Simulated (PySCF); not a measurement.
Atomic charges by several schemes

C5H6O2P (charge -1).
Cartesian coordinates in Å at the GFN2-xTB level; atoms count from 1:
```xyz
14
C5H6O2P angstrom
C      2.2125    1.4729    0.2536
C      1.6833    0.4143    0.0518
P      1.0813   -1.2517   -0.3313
O      1.8137   -2.2420    0.5047
O      1.0331   -1.4307   -1.8069
C     -0.6577   -1.0407    0.3467
C     -1.3356    0.0318   -0.3933
C     -1.6600    1.2133    0.1080
H      2.6382    2.4179    0.4428
H     -0.6025   -0.8439    1.4177
H     -1.1256   -2.0157    0.1764
H     -1.5098   -0.1790   -1.4407
H     -2.0989    1.9942   -0.4937
H     -1.4725    1.4589    1.1421
```

Density: PBE0/pcSseg-1 (PySCF); schemes: Mulliken, IAO, Hirshfeld and ESP-fitted. Isolated species at its GFN2-xTB geometry (one conformer only). The pcSseg-1 basis has no diffuse functions, a weakness for an anion.

Give the atomic charges in each scheme.

In e:

```tsv
atom	environment	Mulliken	IAO	Hirshfeld	ESP-fitted
C1	terminal alkyne carbon	-0.441	-0.286	-0.163	-0.408
C2	alkyne carbon	-0.053	-0.313	-0.112	-0.164
P3	phosphoryl phosphorus	+1.161	+1.747	+0.357	+1.144
O4	oxygen bonded to P	-0.678	-0.990	-0.483	-0.777
O5	oxygen bonded to P	-0.679	-0.992	-0.475	-0.753
C6	sp3 carbon bound to phosphorus	-0.429	-0.541	-0.139	-0.585
C7	alkene CH carbon	-0.221	-0.109	-0.044	+0.041
C8	terminal =CH2 carbon	-0.171	-0.366	-0.147	-0.609
H9	alkyne hydrogen	+0.016	+0.171	+0.064	+0.257
H10	methylene hydrogen	+0.114	+0.136	+0.028	+0.169
H11	methylene hydrogen	+0.124	+0.144	+0.034	+0.165
H12	vinylic hydrogen	+0.097	+0.146	+0.036	+0.129
H13	vinylic hydrogen	+0.080	+0.125	+0.021	+0.175
H14	vinylic hydrogen	+0.082	+0.127	+0.023	+0.215
```

Mean size of the charges over all atoms: IAO 0.442 e, ESP-fitted 0.399 e, Mulliken 0.310 e, Hirshfeld 0.152 e. Each set sums to the total charge, -1, to within 0.001 e. The ESP scheme fits charges at the nuclei, held to the total charge, to the electrostatic potential on points at 1.4 to 2.0 times the van der Waals radii. The Hirshfeld scheme weights the molecular density at each point by an atom's share of the summed free-atom densities.

Lowest charge. The schemes don't all agree: Mulliken O5 (-0.679); IAO O5 (-0.992); Hirshfeld O4 (-0.483); ESP-fitted O4 (-0.777).

Highest charge. All schemes agree: Mulliken P3 (+1.161); IAO P3 (+1.747); Hirshfeld P3 (+0.357); ESP-fitted P3 (+1.144).

How closely do the schemes follow one another over all atoms?

Correlation coefficient and root-mean-square difference: Mulliken with IAO 0.98, 0.228 e; IAO with ESP-fitted 0.96, 0.208 e; Mulliken with ESP-fitted 0.94, 0.170 e; IAO with Hirshfeld 0.94, 0.447 e; Hirshfeld with ESP-fitted 0.93, 0.317 e; Mulliken with Hirshfeld 0.92, 0.261 e.

How many electrons does the IAO scheme count on C2?

Z − q = 6 − (-0.313) = 6.313.

Sum the charges by element, for elements with more than one atom.

| element | atoms | Mulliken | IAO | Hirshfeld | ESP-fitted |
| --- | --- | --- | --- | --- | --- |
| C | 5 | -1.316 | -1.615 | -0.605 | -1.725 |
| O | 2 | -1.357 | -1.982 | -0.958 | -1.530 |
| H | 6 | +0.512 | +0.850 | +0.206 | +1.111 |
